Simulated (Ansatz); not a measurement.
Program: Ansatz. Geometries: PBE0-D4/def2-TZVP. ΔE: electronic, gas phase. CBS: MP2 limit from def2 TZ/QZ plus the TZ coupled-cluster correction, frozen cores. def2 core potentials past Kr. For Br, In outer-core shells are correlated without core-valence functions, which leaves a few kJ/mol of doubt a bond. Scalar relativity is left out up to krypton. Each species was taken in one conformer, which may not be the lowest.

Consider the substitution at a C–Br bond: `CC(C)Br` + `[OH][InH][F]` → `CC(C)[O][InH][F]` + HBr.

| species | HF/def2-QZVPP energy (Eh) |
| --- | --- |
| `CC(C)Br` | -2690.20363 |
| `[OH][InH][F]` | -364.80014 |
| `CC(C)[O][InH][F]` | -481.94061 |
| HBr | -2573.05135 |

Q: Work out ΔE.

A: ΔE = (-481.94061) + (-2573.05135) − (-2690.20363) − (-364.80014) = 0.01181 Eh = +0.32 eV. CCSD(T)/CBS gives +0.33 eV.

Largest T1 diagnostic among the species: 0.017.

The D4 term adds −0.05 eV with B3LYP and −0.03 eV with PBE0; it sums over pairs of atoms, weighted by their polarisabilities, and B3LYP, whose exchange is more repulsive, gets the larger term.

B3LYP here is the variant with VWN-RPA as its local correlation; programs differ in this.
